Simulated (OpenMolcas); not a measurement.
An atom or ion with 12 electrons was computed by SS-CASPT2, IPEA 0.25 Eh, imaginary shift 0.1 Eh with spin-orbit coupling (OpenMolcas, ANO-RCC-VTZP, DKH2). The lowest levels that the run gave, each within 12 % of the measured value where one is at hand:

| J | Parity | E (cm-1) | g |
| --- | --- | --- | --- |
| 0 | even | 0.0 |  |
| 0 | odd | 82393 |  |
| 1 | odd | 82723 | 1.501 |
| 2 | odd | 83395 | 1.501 |
| 1 | odd | 130818 | 1.000 |
| 0 | even | 200521 |  |
| 1 | even | 200870 | 1.501 |
| 2 | even | 201419 | 1.476 |
| 2 | even | 203519 | 1.025 |
| 0 | even | 238520 |  |

Task: Which ion is it, and what are the configurations and terms?

Result: S V (Z = 16, charge +4; active space 2 electrons in 4 orbitals (3s 3p)). J, parity and g give the terms where levels are pure, and mixed ones are named by the computed weights; the size of the splittings, set against known spectra of the 12-electron sequence, gives the charge. In order, with the measured energies in cm-1 (NIST levels in Podobedova, Kelleher and Wiese, J. Phys. Chem. Ref. Data 38, 171 (2009); Martin, Zalubas and Musgrove, J. Phys. Chem. Ref. Data 19, 821 (1990)): 3s2 1S0, 3s 3p 3P* 0 (83024), 3s 3p 3P* 1 (83394), 3s 3p 3P* 2 (84155), 3s 3p 1P* 1 (127151), 3p2 3P0 (199967), 3p2 3P1 (200371), 3p2 3P2 (201146), 3p2 1D2 (193739), 3p2 1S0 (235350).

Over all roots computed the reference weight is 0.93 to 1.00; the roots of lowest weight are the least certain, and an intruder state may touch them. Some levels mix across a computed gap that differs much from the measured one, so their mixing is not that of the real levels. The ¹D term of p² mixes with s d, which this space lacks. Measured partners are found by configuration, term and J. A level has none where our copy of the source lacks it or the pairing is in doubt (some pairs that miss far off the trend of their configuration count as doubtful), and it then counts in no deviation. Only configurations of the active space appear.

* marks odd parity.
